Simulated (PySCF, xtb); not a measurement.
B2F3, SMILES F[B]B(F)F (connectivity only; charge and spin as stated), charge +1, multiplicity 1.

GFN2-xTB (xtb 6.7.1) at its own geometry gives an orbital gap of 3.03 eV.

Geometry: PBE0-D3(BJ)/def2-SVP. The spin state was assumed, not searched. The isomer is the one that the SMILES or the coordinates give; other isomers of the formula were not compared. The values are those of a single conformer.

Problem. What does r2SCAN/def2-TZVPD (PySCF) give? (An estimate is asked for; the answer gives what the named calculation found.)

Solution. gap 6.10 eV (levels -16.68 and -10.58 eV).
